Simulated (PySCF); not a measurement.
Bi²⁺ (bismuth, charge +2): MN15 calculation

Configuration: [Xe] 4f14 5d10 6s2 6p1, 2P determinant. Calculation: PySCF 2.14, in aug-cc-pVTZ-PP with one added diffuse shell each of d, f type with ECP60MDF (6s5p5d3f, 67 functions); a scalar-relativistic core potential.

- Total energy: -213.2871 hartree
- One-electron energy: -358.0672 hartree
- Hartree (Coulomb) energy: 160.9217 hartree
- Exchange-correlation energy: -16.1416 hartree
- ⟨S²⟩: 0.7515
- ⟨L²⟩: 2.005
- Sum of ⟨r⟩: 26.81 bohr
- Sum of ⟨r²⟩: 42.66 bohr²
- Traceless quadrupole moment −½Σ⟨3z² − r²⟩ along its main axis: -2.99 e·bohr²

```tsv
shell	electrons	mean orbital energy (eV)	spread (eV)	rms radius, mean of both spins (bohr)
5s β	1	-177.01	0	0.895
5s α	1	-176.99	0	0.895
5p α	3	-116.66	0.627	1.02
5p β	3	-116.61	0.668	1.02
5d α	5	-47.052	0.593	1.33
5d β	5	-46.863	0.833	1.33
6s α	1	-33.613	0	2.17
6s β	1	-32.613	0	2.17
6p α	1	-21.382	0	2.76
```

Energies and moments cover only the electrons outside the core potential. Spin-orbit coupling, absent here, splits the open shell strongly.
